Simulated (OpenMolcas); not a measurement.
**OpenMolcas run: Tc3+**

Input:

```
&GATEWAY
Coord
1

Tc 0.0 0.0 0.0
Basis=ANO-R2
Group=XYZ
NoMove
AngMom=0.0 0.0 0.0
AMFI
&SEWARD
&RASSCF
FileOrb=start.orb
Symmetry=1
Spin=5
nActEl=4 0 0
Inactive=9 9
Ras2=5 0
CIRoot=5 5 1
SDav=5
CIMx=300
Iter=120 100
PrWF=0.3
OrbListing=Nothing
MaxOrb=0
Atom
>>> COPY $Project.JobIph JOBPRE
&RASSCF
FileOrb=start.orb
Symmetry=1
Spin=5
nActEl=10 2 0
Inactive=9 6
Ras1=0 3
Ras2=5 0
CIRoot=5 5 1
SDav=185
CIMx=300
Iter=120 100
PrWF=0.3
OrbListing=Nothing
MaxOrb=0
Thrs=2.0e-7 1.0e-1 5.0e-4
Atom
>>> COPY $Project.JobIph JOB001
&RASSCF
FileOrb=start.orb
Symmetry=1
Spin=3
nActEl=10 2 0
Inactive=9 6
Ras1=0 3
Ras2=5 0
CIRoot=45 45 1
SDav=615
CIMx=300
Iter=120 100
PrWF=0.3
OrbListing=Nothing
MaxOrb=0
Thrs=2.0e-7 1.0e-1 5.0e-4
Atom
>>> COPY $Project.JobIph JOB002
&RASSCF
FileOrb=start.orb
Symmetry=1
Spin=1
nActEl=10 2 0
Inactive=9 6
Ras1=0 3
Ras2=5 0
CIRoot=49 49 1
SDav=485
CIMx=300
Iter=120 100
PrWF=0.3
OrbListing=Nothing
MaxOrb=0
Thrs=2.0e-7 1.0e-1 5.0e-4
Atom
>>> COPY $Project.JobIph JOB003
&RASSI
NrOfJobIphs=3 5 45 49
1 2 3 4 5
1 2 3 4 5 6 7 8 9 10 11 12 13 14 15 16 17 18 19 20 21 22 23 24 25 26 27
28 29 30 31 32 33 34 35 36 37 38 39 40 41 42 43 44 45
1 2 3 4 5 6 7 8 9 10 11 12 13 14 15 16 17 18 19 20 21 22 23 24 25 26 27
28 29 30 31 32 33 34 35 36 37 38 39 40 41 42 43 44 45 46 47 48 49
IphNames
JOB001
JOB002
JOB003
EJob
SpinOrbit
DIPRint=1.0
SOCoupling=1000.0
Subsets=2
MEES
Property=10
'ANGMOM' 1 'ANGMOM' 2 'ANGMOM' 3 'MLTPL  1' 1 'MLTPL  1' 2 'MLTPL  1' 3
'AMFI' 1 'AMFI' 2 'AMFI' 3 'MLTPL  2' 6
SOProperty=3
'ANGMOM' 1 'ANGMOM' 2 'ANGMOM' 3
```

Launched by
```bash
OMP_NUM_THREADS=1 MOLCAS_MEM=1689 MOLCAS_PROJECT=a pymolcas a.inp > a.log  # once for each step of the input, in one work folder
```

A driver script runs the steps one by one and writes start.orb anew before each from the orbitals found so far.

Output, cut to the results:

```
--- SEWARD ---
Basis set label: TC.ANO-R...7S5P4D2F1G.

      Electronic valence basis set:
      ------------------
      Associated Effective Charge  43.000000 au
      Associated Actual Charge     43.000000 au
      Nuclear Model: Finite nucleus - Gaussian distribution
        Gaussian exponent, Xi/bohr**(-2):  2.14585E+08

      Shell  nPrim  nBasis  Cartesian Spherical Contaminant
         s      23       7        X
         p      16       5        X
         d      12       4                 X
         f       6       2                 X
         g       4       1                 X
                  Relativistic X2C integrals
                  Atomic mean-field integrals
--- RASSCF ---
Wave function specifications:
      -----------------------------

      Number of closed shell electrons          30
      Number of electrons in active shells      10
      Max number of holes in RAS1 space          2
      Max nr of electrons in RAS3 space          0
      Number of inactive orbitals               15
      Number of active orbitals                  8
      Number of secondary orbitals              42
      Spin quantum number                      2.0
      State symmetry                             1
Orbital specifications:
      -----------------------

      Symmetry species                           1   2
                                                ag  au
      Frozen orbitals                            0   0
      Inactive orbitals                          9   6
      Active orbitals                            5   3
      RAS1 orbitals                              0   3
      RAS2 orbitals                              5   0
      RAS3 orbitals                              0   0
      Secondary orbitals                        22  20
      Deleted orbitals                           0   0
      Number of basis functions                 36  29
      Number of CSFs                           185
      Number of root(s) required                 5
      Iter CI   SX   CI       RASSCF       Energy    max ROT     max BLB   max BLB  Level Ln srch  Step   QN
          iter iter root      energy       change     param      element    value   shift minimum  type update
 Nr of preliminary CI iterations:   1
      Total energies have been shifted. Add                -4000.00 au
        1   1    6    0  -281.33438140    0.00E+00  -1.25E-02   10  18 1  5.09E-03*  0.00   0.00    SX    NO
        2   1    7    0  -281.33457276   -1.91E-04*  1.24E-03    7  14 2  3.42E-03*  0.00   0.00    SX    NO
        3   1    6    0  -281.33458338   -1.06E-05*  6.43E-04    7  14 2 -9.80E-04*  0.00   0.00    SX    NO
        4   1    6    0  -281.33458508   -1.70E-06*  2.53E-04    7  14 2  5.15E-04*  0.00   0.00    SX    NO
        5   1    6    0  -281.33458540   -3.21E-07*  7.93E-05    7  14 2 -2.16E-04   0.00   0.69    QN   YES
        6   1    3    0  -281.33458548   -7.72E-08   5.94E-07    9  17 1 -2.15E-06   0.00   1.00    QN   YES
      Convergence after  6 iterations
        7   1    3    0  -281.33458548   -3.64E-12   5.94E-07    9  15 1 -2.81E-07   0.00   1.00    QN   YES
      Natural orbitals and occupation numbers for root  1
      sym 1:   1.002347   0.007400   1.002347   1.002347   1.002347
      sym 2:   1.993417   1.995886   1.993909
      Natural orbitals and occupation numbers for root  2
      sym 1:   0.007400   1.002347   1.002347   1.002347   1.002347
      sym 2:   1.995612   1.993016   1.994584
      Natural orbitals and occupation numbers for root  3
      sym 1:   1.002347   1.002347   1.002347   0.007400   1.002347
      sym 2:   1.995913   1.993641   1.993658
::    RASSCF root number  1 Total energy:  -4281.33458548
::    RASSCF root number  2 Total energy:  -4281.33458548
::    RASSCF root number  3 Total energy:  -4281.33458548
::    RASSCF root number  4 Total energy:  -4281.33458548
::    RASSCF root number  5 Total energy:  -4281.33458548
--- RASSCF ---
Wave function specifications:
      -----------------------------

      Number of closed shell electrons          30
      Number of electrons in active shells      10
      Max number of holes in RAS1 space          2
      Max nr of electrons in RAS3 space          0
      Number of inactive orbitals               15
      Number of active orbitals                  8
      Number of secondary orbitals              42
      Spin quantum number                      1.0
      State symmetry                             1
Orbital specifications:
...
--- RASSI ---
SPIN-FREE ENERGIES:
  (Shifted by EMIN (a.u.) =      -4281.3345854814)

 SF State       Relative EMIN(au)   Rel lowest level(eV)    D:o, cm**(-1)      L_eff

     1             0.0000000000        0.0000000000              0.0000         2.0
     2             0.0000000000        0.0000000000              0.0000         2.0
     3             0.0000000000        0.0000000000              0.0000         2.0
     4             0.0000000000        0.0000000000              0.0000         2.0
     5             0.0000000000        0.0000000000              0.0000         2.0
     6             0.0793764636        2.1599436096          17421.1201         1.0
     7             0.0793764636        2.1599436096          17421.1201         1.0
     8             0.0793764636        2.1599436096          17421.1201         1.0
     9             0.0848894566        2.3099597922          18631.0822         5.0
    10             0.0848894566        2.3099597922          18631.0822         5.0
    11             0.0848894566        2.3099597922          18631.0822         5.0
    12             0.0848894566        2.3099597922          18631.0822         5.0
    13             0.0848894566        2.3099597922          18631.0822         5.0
    14             0.0848894566        2.3099597922          18631.0822         5.0
    15             0.0848894566        2.3099597922          18631.0822         5.0
    16             0.0848894566        2.3099597922          18631.0822         5.0
    17             0.0848894566        2.3099597922          18631.0822         5.0
    18             0.0848894566        2.3099597922          18631.0822         5.0
    19             0.0848894566        2.3099597922          18631.0822         5.0
    20             0.0872116431        2.3731497065          19140.7432         3.0
    21             0.0872116431        2.3731497065          19140.7432         3.0
...
```

Levels above the lowest, from the spin-orbit matrix, grouped by J:

```tsv
Configuration	Term	J	E (cm⁻¹)	g	Term weight %
4d⁴	⁵D	0	0.0		98
4d⁴	⁵D	1	350	1.501	99
4d⁴	⁵D	2	962	1.500	99
4d⁴	⁵D	3	1756	1.499	99
4d⁴	⁵D	4	2675	1.498	99
4d⁴	³P(1)	0	16106		94
4d⁴	³P(1)	1	17965	1.495	98
4d⁴	³H	4	19150	0.872	78
4d⁴	³H	5	20078	1.045	93
4d⁴	³F(1)	2	20342	0.675	98
4d⁴	³F(1)	3	20435	1.031	83
4d⁴	³P(1)	2	20652	1.491	97
4d⁴	³H	6	20830	1.164	98
4d⁴	³F(1)	4	20969	1.164	76
4d⁴	³G	3	23586	0.805	83
4d⁴	³G	4	24161	1.059	84
4d⁴	³G	5	24844	1.189	93
4d⁴	³D	3	28444	1.330	98
4d⁴	³D	2	28563	1.160	92
4d⁴	³D	1	29027	0.507	99
4d⁴	¹G(1)	4	29512	1.008	89
4d⁴	¹I	6	29955	1.003	98
4d⁴	¹S	0	31402		96
4d⁴	¹D(1)	2	34295	1.010	92
```

Without dynamic correlation excited terms often stand tens of per cent too high (terms of higher spin than the ground term too low), and those without a measured partner can miss by more than the paired ones. Active for correlation alone: 4p; no level in the range computed is led by a configuration that opens it, so any true level of that kind is missing. Only configurations of the active space appear. The first state left out of the spin-orbit step lies near 85000 cm-1 above the lowest spin-free state of the reference (among the parities and spins computed), and the list stops at four fifths of that energy or lower. The table shows the lowest 24 of 32 levels.

The RASSCF and RASSI steps took 62 s on 1 thread of Arm Neoverse V1, with other jobs on the host; the integral step is not counted.

The term weight is that of the spin-free term in the level, not the purity of its configuration. A number in round brackets counts repeated terms of one configuration in the order of the reference energies.
